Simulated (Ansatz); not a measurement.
Two structures of BH$_{4}$O$_{2}$F, singlet, reached by relaxing down either side of one saddle point (PBE0-D4/def2-TZVP). Energies are electronic, without zero-point energy. Program: Ansatz 0.2.0. Basis: def2-TZVPP and def2-QZVPP. Cores are frozen in the correlated methods. Extrapolation: Hartree–Fock as exp(−7.88 √X), correlation as X^−2.97. First:

B1  (-0.704, 0.216, 0.155)
F2  (-0.387, 1.384, -0.432)
O3  (-1.222, -0.797, -0.576)
O4  (-0.514, 0.044, 1.482)
H5  (2.237, -0.223, -0.679)
H6  (2.044, -0.866, -0.352)
H7  (-1.314, -0.576, -1.505)
H8  (-0.140, 0.819, 1.907)
(Å)

Second:

```xyz
8
angstrom
B -0.3364 -0.5007 0.3242
F 1.2975 1.9549 -1.2638
O -1.3203 -1.0202 -0.4401
O -0.6219 -0.1962 1.6080
H 1.1364 1.1370 -0.8591
H 0.7809 -0.3347 -0.1231
H -1.0539 -1.2109 -1.3405
H 0.1176 0.1707 2.0943
```

**Question.** Which bonds change from the first to the second?

**Answer.** BH₂O₂F ([OH][B]([OH])[F]) + H₂ → BH₃O₂ ([OH][BH][OH]) + HF; bonds formed: B1–H6, F2–H5; bonds broken: B1–F2, H5–H6.

**Question.** Give the saddle point's structure and its height above each. (Judge from chemistry; the value comes from the calculation.)

**Answer.** The calculation gives: 59.62 kcal/mol above the first and 32.31 kcal/mol above the second (CCSD(T) at an estimated basis limit (MP2 extrapolated from triple and quadruple zeta, plus CCSD(T) − MP2 in triple zeta)).
B1  (-0.200, -0.141, 0.126)
F2  (0.324, 1.306, -0.644)
O3  (-1.140, -0.781, -0.614)
O4  (-0.430, 0.062, 1.448)
H5  (1.041, 0.396, -0.520)
H6  (1.095, -0.546, -0.154)
H7  (-0.939, -0.855, -1.547)
H8  (0.249, 0.559, 1.906)
(Å)

No T1 diagnostic of these runs exceeds 0.014.

Labels in which every atom is bracketed show which atoms are joined, not bond orders.

For scale, one of the runs: CCSD(T)/def2-TZVPP, 180 basis functions, launched by `ansatz run in.yaml --threads 2 --pin off --events-out ev --progress --plain --max-ram 4352MiB`. The run took 65 s on 2 CPU threads of an Arm Neoverse V1 (shared host), with 1.9 GiB of host memory at its peak.
